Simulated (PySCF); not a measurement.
GeCl4, SMILES [Cl][Ge]([Cl])([Cl])[Cl]. Heavy atoms are numbered as in [Cl:1][Ge:2]([Cl:3])([Cl:4])[Cl:5].

Geometry optimised at ωB97X-D3(BJ)/def2-SVP. The isomer is the one that the SMILES or the coordinates give; other isomers of the formula were not compared.

The numbers are results of PBE/pcSseg-1 (PySCF), not measurements.

GIAO shieldings, no solvent; atoms alike by connectivity are averaged. δ = σ(ref) − σ: ³⁵Cl against HCl (σ = 936.5 ppm); ⁷³Ge against GeH4 (σ = 1614.4 ppm), references at their B3LYP-D3(BJ)/def2-TZVP geometries, non-relativistic (without spin–orbit terms, shifts of atoms bonded to Cl or Br come out too high).

Computed chemical shifts:
| nucleus | atoms | count | δ (ppm) |
|---|---|---|---|
| ³⁵Cl | Cl1 | 4 | 287.1 |
| ⁷³Ge | Ge2 | 1 | 496.9 |
